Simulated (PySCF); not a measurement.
CH6FNO2Si. Atoms are numbered in the order given.

```xyz
12

C      2.3360     0.0671    -0.4903
N      1.0717    -0.6291    -0.4950
Si    -0.4016    -0.0207     0.0793
O     -0.5378     1.5880    -0.2535
O     -1.5695    -0.9922    -0.5577
F     -0.5988    -0.0502     1.6876
H      3.0242    -0.2816     0.3009
H      2.1610     1.1396    -0.3190
H      2.8604    -0.0269    -1.4570
H      1.1222    -1.6194    -0.7033
H     -0.4370     1.8219    -1.1805
H     -2.3795    -1.0572    -0.0435
```

Geometry: PBE0-D3(BJ)/def2-SVP. This is a generated structure with no PubChem entry under its InChIKey; it may be hypothetical. The values are those of a single conformer.

All values below come from B3LYP/def2-TZVP run with PySCF.

Gas-phase values at a fixed geometry.

Computed frontier levels, gap, dipole moment and polarisability:
```yaml
highest_occupied_level: -7.01 eV
lowest_empty_level: 0.18 eV
orbital_gap: 7.19 eV
dipole_moment: 2.03 D
quadrupole, principal values (traceless, Buckingham form, about the centre of nuclear charge): -9.46, 1.81, 7.65 D·Å
mean_static_polarisability: 48.4 bohr³ (7.18 Å³)
polarisability_principal_values: 43.5, 45.8, 56.0 bohr³
```
